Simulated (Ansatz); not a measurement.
Level of theory: Ansatz (a program for electronic structure) with frozen-core CCSD(T)/cc-pVTZ // B3LYP-D3(BJ)/def2-TZVP. The restricted HF reference is unstable towards unrestricted orbitals.

Ansatz 0.2 input:
```yaml
crystal:
  periodic: [false, false, false]
  atoms:
    - { symbol: C, position_ang: [-2.09027, 0.158493, 0.542936] }
    - { symbol: Si, position_ang: [-0.653465, -0.735683, 0.281573] }
    - { symbol: Si, position_ang: [1.282672, 0.41349, -0.137217] }
    - { symbol: N, position_ang: [2.613221, -0.446501, -0.37409] }
    - { symbol: H, position_ang: [-2.094677, 1.241262, 0.514127] }
    - { symbol: H, position_ang: [-3.050999, -0.296809, 0.748595] }
    - { symbol: H, position_ang: [-0.630577, -2.208777, 0.318153] }
    - { symbol: H, position_ang: [1.112097, 1.894842, -0.149389] }
    - { symbol: H, position_ang: [3.512001, -0.020316, -0.564842] }
basis:
  gaussian: { orbitals: cc-pVTZ }
correlation:
  method: ccsd_t
```

Output:

```
Functional definition: HF
1146 factors; integrals over basis functions are off by at most 1.3e-3 eV
mean field evaluation 1: about -18308.1819 eV, gradient 5.0e1 eV
mean field evaluation 2: about -18308.3920 eV, gradient 5.0e1 eV
mean field evaluation 4: about -18314.6216 eV, gradient 5.0e0 eV
mean field evaluation 8: about -18314.7594 eV, gradient 7.1e-1 eV
mean field evaluation 16: about -18314.7640 eV, gradient 2.5e-6 eV
mean field evaluation 32: about -18314.7293 eV, gradient 1.9e0 eV
mean field -18314.76399182 eV, -673.0551625063 hartree, gradient 2.4e-6 eV, S^2 0.000000; 1 other end points of the search recorded, 0 dependent functions left out; unrestricted orbitals would lower it
12 core orbitals not correlated
reference -18314.76399182 eV, -673.0551625063 hartree; 11, 11 occupied and 175, 175 virtual orbitals, 1146 factors
second order -16.68705985 eV of doubles, -0.00000000 eV of singles
cycle   1  -17.00009762 eV  change   -3.1e-1 eV  update   1.2e-1
cycle   2  -17.52803571 eV  change   -5.3e-1 eV  update   4.4e-2
cycle   3  -17.69678955 eV  change   -1.7e-1 eV  update   2.5e-2
cycle   4  -17.69002217 eV  change    6.8e-3 eV  update   7.0e-3
cycle   5  -17.68811934 eV  change    1.9e-3 eV  update   3.7e-3
cycle   6  -17.68937901 eV  change   -1.3e-3 eV  update   1.3e-3
cycle   7  -17.68909899 eV  change    2.8e-4 eV  update   6.1e-4
cycle   8  -17.68913827 eV  change   -3.9e-5 eV  update   2.3e-4
cycle   9  -17.68918958 eV  change   -5.1e-5 eV  update   8.9e-5
cycle  10  -17.68916427 eV  change    2.5e-5 eV  update   3.5e-5
cycle  11  -17.68914306 eV  change    2.1e-5 eV  update   1.5e-5
perturbative correction -0.92003993 eV, -0.0338108437 hartree
Total energy: -18333.37317480 eV, -673.7390373672 hartree
```

Cost: very roughly 70 core-seconds.
